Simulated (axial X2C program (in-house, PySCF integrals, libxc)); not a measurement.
# Estimating the spin–orbit splitting of the π levels of YS⁺

Calculated with an in-house all-electron X2C program for linear molecules (integrals from PySCF). Spin-free means the one-electron spin-free X2C Hamiltonian; two-component (2c) means X2C with spin–orbit coupling and atomic mean-field two-electron Coulomb and Gaunt terms, so the difference of the two also holds small scalar two-electron terms. Basis: Y dyall-cv3z [11s12p9d6f3g], S dyall-av3z [9s8p3d2f] (cores contracted in-house); Gaussian nuclei, density fitting, unrestricted open shells. Masses: Y 88.906 u, S 31.972 u.

Hartree–Fock at 2.214 Å, closed shell. Valence p splittings ε(p3/2) − ε(p1/2) of spherical Dirac–Hartree–Fock atoms with fractionally filled p shells: S 3p 0.090 eV.

| filled π level (eV), spin-free | Y p share | S p share |
| --- | --- | --- |
| -13.75 | 0.04 | 0.62 |

Q: In first order a p shell splits by 3ζ/2 and a π orbital by ζ. Estimate the splitting of each π level from the shares.

A: level -13.75 eV: (2/3) × (0.62 × 0.090) = 0.04 eV.

The two-component Hartree–Fock calculation gives:

| ε(ω = 1/2) (eV) | σ share of it | ε(ω = 3/2) (eV) | splitting (eV) | estimate (eV) |
| --- | --- | --- | --- | --- |
| -13.785 | 0.00 | -13.722 | 0.06 | 0.04 |

The estimate leaves out the mixing of π1/2 with σ1/2 levels, which pushes the ω = 1/2 spinor up or down, the d and f parts of the orbital, small shares of the strongly split outer-core p shell of a metal, the Gaunt term (absent from the atomic values), and the change of the atomic p orbitals with charge; Löwdin shares depend on the basis.
